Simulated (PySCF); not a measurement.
## How methods differ on the ionisation energy of Ir³⁷⁺

Ir³⁷⁺ [Kr] 4d4 (5D) → Ir³⁸⁺ [Kr] 4d3 (4F), as a difference of total energies. All numbers are calculated (PySCF 2.14, scalar relativity by spin-free X2C-1e, in an uncontracted even-tempered set (19 s from 3.7 bohr⁻², ratio 2.5; 14 p from 4.8 bohr⁻², ratio 2.5; 9 d from 4.8 bohr⁻², ratio 2.5; 4 f from 21 bohr⁻², ratio 2.7; 3 g from 31 bohr⁻², ratio 2.7)). The calculations carry no spin-orbit coupling.

```tsv
method	ionisation energy (eV)
UHF	1674.0
r2SCAN0	1675.3
PW91	1675.2
```

Spin-orbit coupling is strong in these open shells (close to jj coupling). The scalar numbers leave it out and a first-order estimate fails, so it can dominate the gap to the real levels.

Breit and QED terms and the two-electron picture change are absent.

For comparison: 1684 ± 4 eV (theoretical estimate listed by NIST; NIST Atomic Spectra Database, ionization energies).
